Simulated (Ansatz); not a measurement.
A nudged elastic band was laid between two geometries of C2H7NOSi (12 atoms, charge 0, multiplicity 1).

Computed with Ansatz 0.2.0, RKS PBE0-D4/def2-SVP.

```
movable images  : 7
climbing image  : yes
spring          : 5.0 eV/Å²
optimiser       : quadratic models (default)
start path      : through a guess of the saddle point
force threshold : 0.03 eV/Å
iteration limit : 60
end points      : relaxed
```

Initial state:

```xyz
12
Properties=species:S:1:pos:R:3
N -1.626 1.322 -0.420
Si -0.815 -0.161 -0.174
C 0.655 -0.249 1.003
C 1.418 -0.697 -0.261
O 0.405 -0.587 -1.273
H -1.140 2.194 -0.588
H -2.590 1.355 -0.725
H -1.902 -1.174 -0.050
H 0.991 0.715 1.414
H 0.619 -0.986 1.817
H 1.785 -1.735 -0.195
H 2.277 -0.051 -0.514
```

Final state:

```xyz
12
Properties=species:S:1:pos:R:3
N -1.807 1.446 0.061
Si -1.409 -0.166 0.511
C 0.501 0.066 0.785
C 1.100 -0.968 -0.144
O 0.342 -0.865 -1.342
H -1.149 2.207 -0.086
H -2.755 1.713 -0.180
H 0.445 -1.666 -1.867
H 0.841 1.080 0.510
H 0.796 -0.115 1.833
H 0.995 -1.978 0.299
H 2.177 -0.808 -0.345
```

What changes between the two ends?

Bonds broken: Si2–O5, Si2–H8. Bonds formed: O5–H8.

What energy profile does the band end with?

The forces met the threshold. The highest image is number 4 of 0 to 8, 2.96 eV above the first end and 1.35 eV above the last; the last end lies 1.61 eV above the first. Neighbouring images differ by up to 1.7 eV, so the band resolves the path poorly. A vibrational analysis at the climbing image gives one clearly imaginary mode, 1442i cm⁻¹: a first-order saddle point. The orbitals stay closed-shell, which can raise the energy where a bond breaks towards radicals; this wasn't checked here.

```tsv
image	path coordinate (Å)	energy (eV)	Si2–O5 (Å)	Si2–H8 (Å)	O5–H8 (Å)
0	0.00	0.00	1.70	1.49	2.68
1	0.62	0.03	1.70	1.49	2.64
2	1.25	0.19	1.70	1.48	2.50
3	1.87	1.25	1.75	1.47	1.99
4	2.50	2.96	1.97	1.59	1.35
5	3.07	1.93	2.33	2.09	0.98
6	3.63	1.69	2.37	2.64	0.96
7	4.20	1.62	2.44	3.08	0.96
8	4.77	1.61	2.64	3.37	0.96
```

What is the geometry of the highest image?


```xyz
12
Properties=species:S:1:pos:R:3
N -1.774 1.347 -0.142
Si -1.029 -0.183 -0.013
C 0.610 -0.086 0.925
C 1.277 -0.846 -0.236
O 0.373 -0.632 -1.327
H -1.312 2.221 0.087
H -2.664 1.484 -0.605
H -0.727 -1.359 -1.034
H 0.972 0.955 0.985
H 0.698 -0.546 1.921
H 1.372 -1.923 -0.006
H 2.280 -0.487 -0.520
```

Run time: 3.5 min on 2 threads of AMD EPYC 7R32 (Zen 2) (shared host), peak memory 0.28 GiB.
